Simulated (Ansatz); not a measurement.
Species: C₅H₉B, SMILES `BC(=C)C(=C)C` (charge 0, multiplicity 1).

Question: Give a relaxed geometry from CAM-B3LYP-D3(BJ)/def2-TZVP run with Ansatz (an electronic-structure program).

Answer: This is not unique; one that fits is the end point of this relaxation, one of several conformers (outside a Z-matrix the atoms follow the SMILES, hydrogens last).
Z-matrix (Å, degrees):
```
C
C 1 1.3299
H 2 1.0791 1 122.18
H 2 1.0820 3 116.99 1 180.00
C 1 1.4844 2 121.71 3 0.01
C 5 1.3434 1 120.71 2 179.83
H 6 1.0813 5 120.42 1 179.99
H 6 1.0833 7 116.18 5 179.96
C 1 1.5010 2 120.15 3 -180.00
H 9 1.0878 1 110.80 2 0.02
H 9 1.0922 10 108.15 1 122.20
H 9 1.0922 10 108.16 11 115.60
B 5 1.5427 6 115.52 7 0.02
H 13 1.1895 5 123.76 6 179.94
H 13 1.1914 14 118.23 3 -179.78
```
